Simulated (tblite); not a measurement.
Species: C₂H₁₀P₂Si.
Cartesian coordinates in Å at the GFN2-xTB level; atoms count from 1:
```xyz
15
C2H10P2Si angstrom
C     -1.3723    0.6497   -0.9274
P     -0.4554   -0.8345   -0.3046
C     -1.5527   -1.2406    1.1305
P      1.1065    0.2146    0.7964
Si     2.4062    0.7365   -0.9542
H     -1.5199    1.3809   -0.1330
H     -2.3395    0.3228   -1.3068
H     -0.8121    1.1045   -1.7433
H     -2.4867   -1.6551    0.7519
H     -1.0629   -1.9911    1.7499
H     -1.7563   -0.3529    1.7285
H      1.7746   -0.9638    1.0965
H      2.3073   -0.2144   -2.0642
H      3.7771    0.7866   -0.4458
H      1.9817    2.0646   -1.4076
```

Method: GFN2-xTB as coded in tblite; computed harmonic values from a numerical Hessian at the method's own geometry, unscaled. This tight-binding method is rough: wavenumbers can miss measured ones by several per cent, in bad cases by 10 to 20. Modes of hydrogen on phosphorus and silicon can be 10 to 20 % off. One conformer, not necessarily the lowest.

Harmonic wavenumbers (cm⁻¹): 42.4, 88.1, 107.0, 149.6, 182.5, 199.7, 211.5, 282.4, 449.8, 477.6, 490.5, 525.0, 689.6, 700.2, 733.3, 740.4, 759.1, 761.8, 779.9, 820.3, 859.6, 900.1, 936.1, 1311.7, 1314.7, 1431.5, 1442.5, 1444.8, 1452.9, 2229.7, 2237.6, 2258.0, 2296.7, 2980.9, 2985.5, 2993.2, 3001.3, 3004.5, 3005.4.

A = 4166, B = 1402, C = 1202 MHz; mass 124.003 u (most abundant isotopes); point group C1, symmetry number 1.

**Question.** What is the zero-point energy?

**Answer.** Half the sum of the wavenumbers: 23639 cm⁻¹ = 67.59 kcal/mol.

**Question.** What is S at 298.15 K and 1 bar for an ideal gas of classical rigid rotors and harmonic oscillators?

**Answer.** Translation 40.39, rotation 28.22, vibration 28.22: S = 96.8 cal/(mol K).

**Question.** And Cp and H(298.15 K) − H(0)?

**Answer.** Cp = 36.21 cal/(mol K), of which vibrations give 28.26 (their classical limit is 39 R = 77.5); H(298.15 K) − H(0) = 6.78 kcal/mol without the zero-point energy, 4.41 from vibrations.

**Question.** Blend soft modes into free rotors: weight 1/[1 + (100 cm⁻¹/ν̃)⁴] for the oscillator and the rest for a rotor with moment μB/(μ + B), μ = h/(8π²ν), B = 10⁻⁴⁴ kg m². What vibrational entropy results?

**Answer.** 26.12 cal/(mol K) in place of 28.22, which changes −T·S at 298.15 K by +0.63 kcal/mol.

**Question.** How do the functions run with temperature in this model?

**Answer.** 
```csv
T (K),S (cal/(mol K)),Cp (cal/(mol K)),H − H(0) (kcal/mol),G − H(0) (kcal/mol),ln q(vib)
50,57.4,13.1,0.50,-2.37,0.50
100,68.3,18.8,1.30,-5.53,1.68
373.15,105.6,41.7,9.71,-29.68,8.61
500,118.8,49.0,15.48,-43.93,11.62
750,140.8,59.2,29.10,-76.48,17.10
1000,158.8,66.2,44.84,-113.99,22.00
```

q(vib) and H(0) count from the zero-point level.

Hindered rotation and anharmonicity are outside this model. Other conformers, if any are populated, would add a mixing term that is left out. The structure is chiral; the term R ln 2 for an equal mix with its mirror image is left out.

Hardware: one thread of an Arm Neoverse V2, no GPU, shared host. Cost: 0.38 s of wall time. This covers the Hessian and the dipole derivatives.
